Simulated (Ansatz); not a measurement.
Start from `N/C=[CH]/[AlH][F]` and change one atom or group to get `CO/C=C/N`.

Ansatz, PBE0-D4/def2-TZVP geometries, multiplicity 1. Each molecule was computed in one conformer, which needn't be the lowest.

| property | `N/C=[CH]/[AlH][F]` |
| --- | --- |
| ideal-gas entropy at 298 K and 1 bar (rigid rotor, harmonic PBE0-D4/def2-TZVP) / J/(mol·K) | 342 |
| HOMO–LUMO gap (B3LYP/def2-TZVPP) / eV | 5.28 |
| HOMO energy (PBE/def2-TZVPP) / eV | -5.32 |
| HOMO energy (ωB97M-V/def2-TZVPP) / eV | -8.51 |
| LUMO energy (PBE0/def2-TZVPP) / eV | -0.67 |
| HOMO energy (PBE0/def2-TZVPP) / eV | -6.38 |

Give the same properties after the change, and the shifts. (An estimate is asked.)

The calculation gave: 
```tsv
property	`CO/C=C/N`	shift
ideal-gas entropy at 298 K and 1 bar (rigid rotor, harmonic PBE0-D4/def2-TZVP) / J/(mol·K)	315	-27
HOMO–LUMO gap (B3LYP/def2-TZVPP) / eV	6.09	0.81
HOMO energy (PBE/def2-TZVPP) / eV	-4.27	1.05
HOMO energy (ωB97M-V/def2-TZVPP) / eV	-7.69	0.82
LUMO energy (PBE0/def2-TZVPP) / eV	1.19	1.86
HOMO energy (PBE0/def2-TZVPP) / eV	-5.46	0.92
```

With PBE0 the HOMO rises by 0.92 eV and the LUMO rises by 1.86 eV, so the gap widens by about 0.94 eV. PBE moves the HOMO by 1.05 eV and ωB97M-V by 0.82 eV. The zero-point energy changes by 89.2 kJ/mol with +6 modes.

B3LYP here is the variant with VWN-RPA as its local correlation; programs differ in this.
